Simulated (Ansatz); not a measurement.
`BC(=C)CI` and `C=C(N)CI` differ in one atom or group.

Ansatz, PBE0-D4/def2-TZVP geometries, multiplicity 1. Each molecule was computed in one conformer, which needn't be the lowest.

Elements past krypton have def2 core potentials.

```tsv
property	`BC(=C)CI`
HOMO–LUMO gap (ωB97M-V/def2-TZVPP) / eV	9.19
LUMO energy (PBE0/def2-TZVPP) / eV	-2.25
HOMO energy (PBE0/def2-TZVPP) / eV	-7.29
HOMO energy (ωB97M-V/def2-TZVPP) / eV	-9.43
LUMO energy (ωB97M-V/def2-TZVPP) / eV	-0.24
LUMO energy (PBE/def2-TZVPP) / eV	-3.21
```

**Question.** Give the same properties after the change, and the shifts. (Estimate.)

**Answer.** Ansatz gave: 
```csv
property,`C=C(N)CI`,shift
HOMO–LUMO gap (ωB97M-V/def2-TZVPP) / eV,9.27,0.08
LUMO energy (PBE0/def2-TZVPP) / eV,-1.20,1.05
HOMO energy (PBE0/def2-TZVPP) / eV,-6.37,0.92
HOMO energy (ωB97M-V/def2-TZVPP) / eV,-8.53,0.90
LUMO energy (ωB97M-V/def2-TZVPP) / eV,0.73,0.97
LUMO energy (PBE/def2-TZVPP) / eV,-2.06,1.15
```

With PBE0 the HOMO rises by 0.92 eV and the LUMO rises by 1.05 eV, so the gap widens by about 0.13 eV. PBE moves the HOMO by 0.94 eV and ωB97M-V by 0.90 eV.
